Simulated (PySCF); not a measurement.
A structure optimised at PBE-D3(BJ)/def2-SVP, used in a PySCF frequency run:

```xyz
9

Si     1.6760     0.8533    -0.2750
Cl     2.9408    -0.7544     0.0466
O      0.2438     0.3100    -0.9596
Si    -1.2277    -0.2767    -0.4755
Cl    -1.0121    -1.2916     1.3132
Cl    -2.5272     1.3019    -0.1874
H      1.4012     1.5116     1.0400
H      2.3101     1.7713    -1.2659
H     -1.7640    -1.1838    -1.5218
```

Task: Write its SMILES and formula.

Result: Cl[SiH2]O[SiH](Cl)Cl, Cl3H3OSi2

Task: What are its rotational constants (standard atomic weights)?

Result: 2.0540, 0.67022, 0.54591 GHz
